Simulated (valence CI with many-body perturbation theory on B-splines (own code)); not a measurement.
Results of a calculation; reference values are marked as such.
**From CI to CI+MBPT in P**

Level of theory: configuration interaction combined with many-body perturbation theory (CI+MBPT): five valence electrons over a frozen Dirac-Fock core [Ne], a basis of 9 s, 9 p, 8 d, 6 f, 3 g, 1 h functions for each j, with the one-electron correlation potential Σ1 (screened to all orders), the two-electron term Σ2, the three-electron term Σ3, Breit, model QED; selected single and double excitations, second order for the rest, scaled by the run's own slope (own B-spline code, finite nucleus).

Set against measurement, 25 paired levels are off by 56 cm⁻¹ on average, the worst by 186. These come from a selection out of the NIST Handbook of Basic Atomic Spectroscopic Data. Levels without a partner in it may be off by more. Among the levels kept, up to 2600 cm⁻¹ of a level comes from second order outside the variational space, and about a tenth of that is noise between levels of different J, which matters for small intervals.

Each rung adds one term. CI alone is the Dirac-Coulomb CI over the frozen core; QED comes last and gives the full result, which names the levels. Energies are above 3s2 3p3 4S°_3/2 on the same rung, in cm⁻¹.

Names give the largest LS component (configuration and term), which can be under half, so a name can repeat, a term be missing and a line seem to break the LS rules; names also repeat where a configuration has a term twice.

```tsv
Level	CI alone	Σ1	Σ2	Σ3	Breit	QED	Full
3s2 3p3 2D°_3/2	11552	+92	-123	-36	-1.9	+0.5	11483
3s2 3p3 2D°_5/2	11586	+94	-122	-36	-4.4	+0.4	11519
3s2 3p3 2P°_1/2	18907	+145	-153	-49	-0.5	+0.3	18850
3s2 3p3 2P°_3/2	18993	+147	-156	-48	-1.6	-0.2	18934
3s2 3p2 4s 4P_1/2	55839	+643	-495	-127	+7.0	+7.5	55875
3s2 3p2 4s 4P_3/2	56022	+651	-490	-126	-0.3	+8.1	56064
3s2 3p2 4s 4P_5/2	56279	+659	-490	-126	-15	+8.7	56315
3s2 3p2 4s 2P_1/2	57843	+643	-540	-128	+3.3	+7.4	57829
3s2 3p2 4s 2P_3/2	58164	+657	-535	-127	-13	+8.4	58154
3s 3p4 4P_5/2	58864	+593	+86	-44	-3.8	-18	59477
3s 3p4 4P_3/2	59012	+600	+98	-43	-11	-18	59638
3s 3p4 4P_1/2	59115	+602	+94	-45	-16	-17	59733
3s2 3p2 4p 2S°_1/2	64142	+682	-508	-127	-5.7	+5.7	64189
3s2 3p2 4s 2D_3/2	65249	+723	-613	-144	-9.3	+8.7	65215
3s2 3p2 4s 2D_5/2	65260	+723	-617	-144	-8.6	+8.7	65222
3s2 3p2 4p 4D°_1/2	65277	+673	-512	-127	+6.5	+5.1	65322
3s2 3p2 4p 4D°_3/2	65393	+677	-509	-127	+2.6	+5.6	65442
3s2 3p2 4p 4D°_5/2	65538	+684	-513	-127	-1.9	+5.8	65586
3s2 3p2 4p 4D°_7/2	65719	+690	-511	-127	-17	+6.4	65760
```

The middle columns are the shifts that each term adds.

Task: How does the ionisation energy move along the ladder, and which term matters most?

Result: CI alone 10.458, + Σ1 10.547, + Σ2 10.483, + Σ3 10.467, + Breit 10.468, + QED 10.469 eV. The largest step is Σ1, 0.089 eV. NIST lists 10.4867 eV (measured).
